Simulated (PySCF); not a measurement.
## Ionisation energy of La²⁰⁺ by level of theory

La²⁰⁺ [Kr] 4d1 (2D) → La²¹⁺ [Kr] (1S), as a difference of total energies. All numbers are calculated (PySCF 2.14, scalar relativity by spin-free X2C-1e, in an uncontracted even-tempered set (20 s from 1.1 bohr⁻², ratio 2.5; 14 p from 1.4 bohr⁻², ratio 2.5; 9 d from 1.4 bohr⁻², ratio 2.5; 4 f from 5.6 bohr⁻², ratio 2.7; 4 g from 8.4 bohr⁻², ratio 2.7)). The calculations carry no spin-orbit coupling.

```json
{"method": "UHF", "ionisation energy (eV)": "564.05"}
{"method": "r2SCAN0", "ionisation energy (eV)": "565.67"}
{"method": "r2SCANh", "ionisation energy (eV)": "565.68"}
```

Breit and QED terms and the two-electron picture change are absent.

The reference lies between the lowest fine-structure levels, while these numbers refer to the centres of the terms.

For comparison: 566 ± 4 eV (theoretical estimate listed by NIST; NIST Atomic Spectra Database, ionization energies).
